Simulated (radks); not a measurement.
Results of a calculation; reference values are marked as such.
Pd+, configuration [Kr] 4d8.5 5p0.5 (fractional occupations, a model configuration).

Code: a radial shooting solver on a logarithmic mesh with Libxc functionals. Model: scalar-relativistic Kohn-Sham, HCTH/407, spin-unpolarised, spherical densities, finite nucleus; Fermi nuclear charge, rms radius 4.5318 fm.

Energy parts (eV):
part                       energy
total                 -137378.175
kinetic                142473.322
electron-nucleus      -331326.956
Hartree                 55472.608
exchange-correlation    -3997.149

Orbitals (lengths in bohr, moments of r in powers of bohr; r(90%) holds 90 % of the orbital's charge):
orbital  occ.  eigenvalue (eV)      <r>  r(90%)
1s          2        -24171.55  0.03187  0.0572
2s          2        -3546.822   0.1384   0.214
2p          6        -3183.729   0.1206   0.196
3s          2        -652.3868   0.3790   0.558
3p          6        -532.7846   0.3782   0.569
3d         10        -342.6099   0.3567   0.565
4s          2        -100.1061   0.9433    1.37
4p          6         -65.8501    1.035    1.53
4d        8.5         -17.3936    1.407    2.24
5s          0         -12.1746    2.870    4.29
5p        0.5          -7.3172    3.800    5.72
5d          0          -2.9562    6.174    8.94

The highest occupied level is 5p at -7.317 eV. The configuration is held as typed, so some empty levels lie below it. Summed over all electrons, <r^2> = 41.06 bohr^2, which gives a Langevin (diamagnetic) susceptibility term of -32.5 x 10^-6 cm^3/mol. The density falls to 0.001 e/bohr^3 at r = 3.96 bohr. The electron density at the nucleus is 1.357e+05 e/bohr^3 (large components only).
